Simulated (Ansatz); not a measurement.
Reaction (SMILES): C(#N)[O] → C atom + N atom + O atom
B3LYP-D3(BJ)/def2-TZVP geometries, fixed; electronic energies without zero-point terms.
Largest species:
```
C
O 1 1.1754
N 1 1.2216 2 180.00
```
Charge 0, spin multiplicity 2.

Energies in hartree at PBE with Ansatz (a quantum-chemistry and plane-wave program); the atomisation energy is their sum with the coefficients shown, times 627.509 kcal/mol a hartree. All functions are spherical. The program fits the integrals of some runs and decomposes those of others, by size. Open shells are unrestricted. No added dispersion term, no relativity.

```
species  coefficient  part     cc-pVDZ     cc-pVTZ     cc-pVQZ
-------  -----------  ----  ----------  ----------  ----------
N#C[O]            -1   PBE  -167.83799  -167.88754  -167.90152
C atom            +1   PBE   -37.78854   -37.79492   -37.79717
N atom            +1   PBE   -54.51718   -54.52967   -54.53354
O atom            +1   PBE   -74.98142   -75.00491   -75.01166
```

**Question.** Predict the atomisation energy in cc-pV5Z (X = 5): let each PBE step shrink by the ratio of the last two. Compare with the run.

**Answer.** 
- N#C[O]: steps -0.04955 and -0.01398, ratio 0.282, so PBE -167.90546 (run: -167.90602).
- C atom: steps -0.00638 and -0.00225, ratio 0.353, so PBE -37.79796 (run: -37.79840).
- N atom: steps -0.01249 and -0.00387, ratio 0.310, so PBE -54.53474 (run: -54.53529).
- O atom: steps -0.02349 and -0.00675, ratio 0.287, so PBE -75.01360 (run: -75.01437).
Predicted 350.88 kcal/mol; the run in cc-pV5Z gives 350.13, a miss of 0.75. Keeping the value in cc-pVQZ, 350.87, would miss by 0.75. All sums are of the energies as printed.
